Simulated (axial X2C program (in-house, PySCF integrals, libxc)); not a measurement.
**Spin–orbit effects along a row: molecules with Li (ions), CCSD(T)**

Calculated with an axial X2C code built on PySCF integrals, spin-free (one-electron X2C) or two-component (2c: spin–orbit coupling with atomic mean-field Coulomb and Gaunt terms, which also bring small scalar terms), in Dyall basis sets with cores contracted in-house; open shells are unrestricted.

Basis sets: As dyall-cv3z, Br dyall-cv3z, Ca dyall-cv3z, Cu dyall-cv3z, K dyall-cv3z, Li dyall-cv3z, Mn dyall-cv3z, Se dyall-cv3z, Zn dyall-cv3z. Frozen shells (counts by l): LiK⁺ K 2s1p, Li 1s, 9 electrons correlated; LiCa⁺ Ca 2s1p, Li 1s, 10 electrons correlated; LiMn⁺ Mn 3s2p, Li 1s, 7 electrons correlated; LiCu⁺ Cu 3s2p, Li 1s, 11 electrons correlated; LiZn⁺ Zn 3s2p, Li 1s, 12 electrons correlated; LiAs⁺ As 3s2p1d, Li 1s, 5 electrons correlated; LiSe⁺ Se 3s2p1d, Li 1s, 6 electrons correlated; LiBr⁺ Br 3s2p1d, Li 1s, 7 electrons correlated. Coupled cluster in natural virtuals with an MP2 remainder. Where the outer core of a metal is frozen, bonds come out longer and ionisation energies lower. Frozen cores can differ along the series, which adds to the trend.

```json
{"molecule": "LiK⁺", "spin-free state": "M_S = 1/2, Λ = 0", "Re (Å)": "3.878", "ωe (cm⁻¹)": "153.0", "De (eV)": "0.59", "2c state": "Ω = 1/2", "Re 2c (Å)": "3.877", "ωe 2c (cm⁻¹)": "153.3", "De 2c (eV)": "0.59"}
{"molecule": "LiCa⁺", "spin-free state": "M_S = 0, Λ = 0", "Re (Å)": "3.292", "ωe (cm⁻¹)": "240.4", "De (eV)": "1.19", "2c state": "Ω = 0", "Re 2c (Å)": "3.292", "ωe 2c (cm⁻¹)": "240.5", "De 2c (eV)": "1.19"}
{"molecule": "LiMn⁺", "spin-free state": "M_S = 5/2, Λ = 0", "Re (Å)": "2.913", "ωe (cm⁻¹)": "254.7", "De (eV)": "0.76", "2c state": "Ω = 5/2", "Re 2c (Å)": "2.913", "ωe 2c (cm⁻¹)": "254.7", "De 2c (eV)": "0.76"}
{"molecule": "LiCu⁺", "spin-free state": "M_S = 1/2, Λ = 0", "Re (Å)": "2.703", "ωe (cm⁻¹)": "232.6", "De (eV)": "0.69", "2c state": "Ω = 1/2", "Re 2c (Å)": "2.703", "ωe 2c (cm⁻¹)": "232.5", "De 2c (eV)": "0.68"}
{"molecule": "LiZn⁺", "spin-free state": "M_S = 0, Λ = 0", "Re (Å)": "2.718", "ωe (cm⁻¹)": "246.3", "De (eV)": "0.56", "2c state": "Ω = 0", "Re 2c (Å)": "2.718", "ωe 2c (cm⁻¹)": "246.3", "De 2c (eV)": "0.56"}
{"molecule": "LiAs⁺", "spin-free state": "M_S = 3/2, Λ = 0", "Re (Å)": "2.786", "ωe (cm⁻¹)": "223.2", "De (eV)": "0.40", "2c state": "Ω = 3/2", "Re 2c (Å)": "2.785", "ωe 2c (cm⁻¹)": "223.7", "De 2c (eV)": "0.40"}
{"molecule": "LiSe⁺", "spin-free state": "M_S = 1, Λ = 0", "Re (Å)": "2.614", "ωe (cm⁻¹)": "307.2", "De (eV)": "0.85", "2c state": "Ω = 1", "Re 2c (Å)": "2.616", "ωe 2c (cm⁻¹)": "305.1", "De 2c (eV)": "0.75"}
{"molecule": "LiBr⁺", "spin-free state": "M_S = 1/2, Λ = 1", "Re (Å)": "2.556", "ωe (cm⁻¹)": "288.7", "De (eV)": "0.56", "2c state": "Ω = 3/2", "Re 2c (Å)": "2.557", "ωe 2c (cm⁻¹)": "289.0", "De 2c (eV)": "0.57"}
```

Work out the shifts from the spin-free to the two-component result.



```json
{"molecule": "LiK⁺", "2c state": "Ω = 1/2", "ΔRe (Å)": "-0.001", "Δωe (cm⁻¹)": "noise", "ΔDe (eV)": "0.00"}
{"molecule": "LiCa⁺", "2c state": "Ω = 0", "ΔRe (Å)": "0.000", "Δωe (cm⁻¹)": "noise", "ΔDe (eV)": "0.00"}
{"molecule": "LiMn⁺", "2c state": "Ω = 5/2", "ΔRe (Å)": "0.000", "Δωe (cm⁻¹)": "0.0", "ΔDe (eV)": "0.00"}
{"molecule": "LiCu⁺", "2c state": "Ω = 1/2", "ΔRe (Å)": "0.000", "Δωe (cm⁻¹)": "-0.1", "ΔDe (eV)": "-0.01"}
{"molecule": "LiZn⁺", "2c state": "Ω = 0", "ΔRe (Å)": "0.000", "Δωe (cm⁻¹)": "0.0", "ΔDe (eV)": "0.00"}
{"molecule": "LiAs⁺", "2c state": "Ω = 3/2", "ΔRe (Å)": "-0.001", "Δωe (cm⁻¹)": "0.5", "ΔDe (eV)": "0.00"}
{"molecule": "LiSe⁺", "2c state": "Ω = 1", "ΔRe (Å)": "0.002", "Δωe (cm⁻¹)": "-2.1", "ΔDe (eV)": "-0.10"}
{"molecule": "LiBr⁺", "2c state": "Ω = 3/2", "ΔRe (Å)": "0.001", "Δωe (cm⁻¹)": "noise", "ΔDe (eV)": "0.01"}
```

Shifts of one unit in the last digit are rounding. Where the truncated virtual spaces of the two runs make Δωe unreliable it is marked noise.

Fragments in 2c: K+ + Li, Ca + Li+, Mn + Li+, Cu + Li+, Zn + Li+, As + Li+, Se + Li+, Br + Li+. Each entry is the lowest single determinant of a limited PBE0 search at one distance. De goes to single-determinant-based atoms at the same level (for ions the charge split of lowest energy) and is withheld (n/a) where an atom does not fit its ground term or J level. Main or longest-lived isotopes. One determinant is a doubtful description, or other states lie close, for LiMn⁺, LiAs⁺, LiSe⁺; these need not be ground states, and all values refer to the states named. Some open-shell Ω = 0 determinants are out of reach, so the Ω given for LiSe⁺ need not be the lowest component. With several unpaired electrons the Ω given is that of one determinant, not necessarily of the lowest component.
